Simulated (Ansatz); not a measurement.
As₆⁺. Charge 1, multiplicity 2. Geometry PBE-D4/def2-SVP.

```
atom   x (Å)   y (Å)   z (Å)
 As1   1.655   1.695   0.393
 As2  -0.872  -1.616   0.428
 As3  -0.288   0.828   1.530
 As4  -0.248  -0.755  -1.813
 As5  -1.877   0.503  -0.379
 As6   1.630  -0.654  -0.159
```

The 6-31G sets use Cartesian d functions. B3LYP takes the VWN-RPA correlation. The structure comes from a short search, and lower isomers may exist.

(1) Estimate the α-spin orbital energies around the gap (eV) in Ansatz with PBE-D4/def2-SVP, BLYP-D4/def2-SVP, r2SCAN-D4/def2-SVP, B97M-V/def2-SVP, B3LYP-D4/6-31G.

Results:

(1) 
```json
{"orbital": "HOMO−9", "PBE-D4/def2-SVP": "-17.20", "BLYP-D4/def2-SVP": "-17.02", "r2SCAN-D4/def2-SVP": "-17.71", "B97M-V/def2-SVP": "-17.45", "B3LYP-D4/6-31G": "-18.83"}
{"orbital": "HOMO−8", "PBE-D4/def2-SVP": "-13.14", "BLYP-D4/def2-SVP": "-12.81", "r2SCAN-D4/def2-SVP": "-13.57", "B97M-V/def2-SVP": "-13.40", "B3LYP-D4/6-31G": "-14.30"}
{"orbital": "HOMO−7", "PBE-D4/def2-SVP": "-13.04", "BLYP-D4/def2-SVP": "-12.71", "r2SCAN-D4/def2-SVP": "-13.45", "B97M-V/def2-SVP": "-13.26", "B3LYP-D4/6-31G": "-14.01"}
{"orbital": "HOMO−6", "PBE-D4/def2-SVP": "-12.89", "BLYP-D4/def2-SVP": "-12.58", "r2SCAN-D4/def2-SVP": "-13.30", "B97M-V/def2-SVP": "-13.13", "B3LYP-D4/6-31G": "-13.95"}
{"orbital": "HOMO−5", "PBE-D4/def2-SVP": "-12.06", "BLYP-D4/def2-SVP": "-11.77", "r2SCAN-D4/def2-SVP": "-12.43", "B97M-V/def2-SVP": "-12.25", "B3LYP-D4/6-31G": "-12.98"}
{"orbital": "HOMO−4", "PBE-D4/def2-SVP": "-11.72", "BLYP-D4/def2-SVP": "-11.42", "r2SCAN-D4/def2-SVP": "-12.08", "B97M-V/def2-SVP": "-11.90", "B3LYP-D4/6-31G": "-12.68"}
{"orbital": "HOMO−3", "PBE-D4/def2-SVP": "-11.01", "BLYP-D4/def2-SVP": "-10.73", "r2SCAN-D4/def2-SVP": "-11.34", "B97M-V/def2-SVP": "-11.20", "B3LYP-D4/6-31G": "-12.01"}
{"orbital": "HOMO−2", "PBE-D4/def2-SVP": "-10.99", "BLYP-D4/def2-SVP": "-10.70", "r2SCAN-D4/def2-SVP": "-11.32", "B97M-V/def2-SVP": "-11.19", "B3LYP-D4/6-31G": "-11.92"}
{"orbital": "HOMO−1", "PBE-D4/def2-SVP": "-10.68", "BLYP-D4/def2-SVP": "-10.41", "r2SCAN-D4/def2-SVP": "-10.99", "B97M-V/def2-SVP": "-10.87", "B3LYP-D4/6-31G": "-11.56"}
{"orbital": "HOMO", "PBE-D4/def2-SVP": "-9.82", "BLYP-D4/def2-SVP": "-9.51", "r2SCAN-D4/def2-SVP": "-10.25", "B97M-V/def2-SVP": "-10.07", "B3LYP-D4/6-31G": "-10.87"}
{"orbital": "LUMO", "PBE-D4/def2-SVP": "-8.50", "BLYP-D4/def2-SVP": "-8.28", "r2SCAN-D4/def2-SVP": "-8.61", "B97M-V/def2-SVP": "-8.36", "B3LYP-D4/6-31G": "-8.38"}
{"orbital": "LUMO+1", "PBE-D4/def2-SVP": "-7.49", "BLYP-D4/def2-SVP": "-7.28", "r2SCAN-D4/def2-SVP": "-7.53", "B97M-V/def2-SVP": "-7.29", "B3LYP-D4/6-31G": "-7.28"}
{"orbital": "LUMO+2", "PBE-D4/def2-SVP": "-6.92", "BLYP-D4/def2-SVP": "-6.70", "r2SCAN-D4/def2-SVP": "-6.93", "B97M-V/def2-SVP": "-6.73", "B3LYP-D4/6-31G": "-6.77"}
{"orbital": "LUMO+3", "PBE-D4/def2-SVP": "-6.87", "BLYP-D4/def2-SVP": "-6.67", "r2SCAN-D4/def2-SVP": "-6.87", "B97M-V/def2-SVP": "-6.65", "B3LYP-D4/6-31G": "-6.64"}
{"orbital": "LUMO+4", "PBE-D4/def2-SVP": "-6.30", "BLYP-D4/def2-SVP": "-6.09", "r2SCAN-D4/def2-SVP": "-6.29", "B97M-V/def2-SVP": "-6.06", "B3LYP-D4/6-31G": "-6.14"}
{"orbital": "LUMO+5", "PBE-D4/def2-SVP": "-6.25", "BLYP-D4/def2-SVP": "-6.05", "r2SCAN-D4/def2-SVP": "-6.18", "B97M-V/def2-SVP": "-5.97", "B3LYP-D4/6-31G": "-6.03"}
{"orbital": "β HOMO", "PBE-D4/def2-SVP": "-10.59", "BLYP-D4/def2-SVP": "-10.33", "r2SCAN-D4/def2-SVP": "-10.91", "B97M-V/def2-SVP": "-10.78", "B3LYP-D4/6-31G": "-11.49"}
{"orbital": "β LUMO", "PBE-D4/def2-SVP": "-8.88", "BLYP-D4/def2-SVP": "-8.72", "r2SCAN-D4/def2-SVP": "-8.76", "B97M-V/def2-SVP": "-8.69", "B3LYP-D4/6-31G": "-8.67"}
```
